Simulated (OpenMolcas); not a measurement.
# Kr2+: Slater's ratio, the spin-orbit constant, worked from levels

| Item | Value |
| --- | --- |
| Program | OpenMolcas |
| Basis | ANO-R1 [5s4p3d1f] |
| Scalar Hamiltonian | X2C, finite nucleus |
| Active space | 4 electrons in 3 orbitals (4p) |
| State averaging | 2S+1 = 3 even, 3 roots; 2S+1 = 1 even, 6 roots |
| Spin-orbit coupling | state interaction with AMFI integrals over the reference wave functions, term energies averaged over their components |

Methods: CASSCF; SS-CASPT2, IPEA 0.25 Eh, imaginary shift 0.1 Eh (closed shells correlated: 3d 4s). Measured levels: Saloman, J. Phys. Chem. Ref. Data 36, 215 (2007).

**Slater's ratio.** With one set of orbitals, p4 has ¹D - ³P = 6 F2 and ¹S - ¹D = 9 F2 (F2 = F²/25), a ratio of 3/2. Term energies are centres of gravity, weighted by 2J + 1.

```tsv
Source	¹D - ³P	¹S - ³P	F2 from the first	Ratio
CASSCF	15045	36799	2508	1.446
SS-CASPT2	13990	32826	2332	1.346
measured	12538	30973	2090	1.470
```

Energies in cm-1. A ratio away from 3/2 shows effects beyond one configuration with one set of orbitals, and in heavier atoms second-order spin-orbit shifts.

**The spin-orbit constant.** For the Hund term ³P of p4, E(J) = (A/2) J(J+1) + constant and ζ = -2S·A = -2A. From J = 0 to J = 2 the energy changes by 3 A.

```csv
Source,E(2) - E(0),A,ζ
CASSCF,-5386.3,-1795.4,3591
SS-CASPT2,-5287.1,-1762.4,3525
measured,-5312.9,-1771.0,3542
```

All in cm-1. SS-CASPT2 is off by -0.5 % and CASSCF by +1.4 %. Both methods take the spin-orbit matrix elements from the reference wave functions, so the second can move ζ only through the term energies and any multistate remixing. Second-order mixing with other terms is absorbed into this ζ.

CASPT2 does not keep the components of a term degenerate, so their means are used; among the terms shown or strongly mixed into the levels shown the widest spread is 120 cm-1 (4s² 4p⁴ ¹D, SS-CASPT2). With the s shell closed, the reference lacks s² → p² mixing. Measured partners are found by configuration, term and J. A level has none where our copy of the source lacks it or the pairing is in doubt (some pairs that miss far off the trend of their configuration count as doubtful), and it then counts in no deviation. Only configurations of the active space appear.
